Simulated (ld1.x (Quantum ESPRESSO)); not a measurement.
**In (Z = 49), TM: configuration errors across variants**

```
Element                 : In (Z = 49)
Generator               : ld1.x (Quantum ESPRESSO) 7.5
Type                    : norm-conserving Troullier–Martins (Kleinman–Bylander form)
Functional              : LDA (PZ)
Relativity              : fully relativistic
Frozen core             : [Kr] 4d10
Valence charge          : 3
Reference configuration : 5s2 5p0.75 (charge +0.25)
Partial waves           : 5p (bound): rc 1.90 bohr; 5d channel at -0.05 Ry: rc 2.50 bohr; 5s (bound): rc 2.35 bohr
Local potential         : the s channel
Core correction         : none
```

Open shells are filled in proportion to 2j + 1 (rel_dist='average').

All-electron excitation energies from the reference (eV): (1) 5s2 5p1 -0.847; (2) 5s2 5p0 4.758; (3) 5s1 5p0 24.419; (4) 5s0 5p3 11.287; (5) 5s1 5p1 11.439; (6) 5s2 5p0.5 1.203; (7) 5s2 5p1.3 -1.432.

1 further variants failed, have other tests or too few solved ones, and are left out.

A true bound ghost makes a file unfit for plane-wave use even where its test errors are small: the radial tests pick states by their node count and pass the ghost by.

Errors AE − PS in meV (a dash: test not solved or not reliable):

```csv
change,(1),(2),(3),(4),(5),(6),(7),bound ghosts
base,+0.6,+11,+151,+117,+34,+0.9,+2.2,"p3/2, d3/2, d5/2"
"all radii scaled by about 0.82 (s 1.92, p 1.56, d 2.04 bohr)",+1.0,+26,+156,+256,+45,+1.7,+3.6,"p3/2, p1/2, d3/2, d5/2"
"all radii scaled by about 0.89 (s 2.10, p 1.70, d 2.22 bohr)",+0.7,+15,+151,+186,+41,+1.1,+2.6,"p3/2, p1/2, d3/2, d5/2"
"all radii scaled by about 0.96 (s 2.26, p 1.82, d 2.40 bohr)",+0.6,+12,+151,+134,+37,+0.9,+2.2,"p1/2, p3/2, d3/2, d5/2"
"all radii scaled by about 1.10 (s 2.58, p 2.08, d 2.74 bohr)",+0.6,+12,+151,+82,+28,+0.9,+2.3,"d3/2, d5/2"
"all radii scaled by about 1.18 (s 2.76, p 2.24, d 2.94 bohr)",+0.7,+13,+151,+71,+24,+1.0,+2.5,none
"all radii scaled by about 1.25 (s 2.94, p 2.38, d 3.14 bohr)",+0.8,+15,+148,+53,+17,+1.1,+2.8,none
"all radii scaled by about 1.32 (s 3.10, p 2.50, d 3.30 bohr)",+0.9,+17,+144,+38,+11,+1.3,+3.1,none
"all radii scaled by about 1.37 (s 3.20, p 2.60, d 3.42 bohr)",+0.9,+18,+142,+30,+7.7,+1.3,+3.3,none
```

Task: Give the same row for: all radii scaled by about 1.05 (s 2.46, p 2.00, d 2.62 bohr).

Result: +0.6, +11, +151, +96, +31, +0.9, +2.2; bound ghosts: d3/2, d5/2.
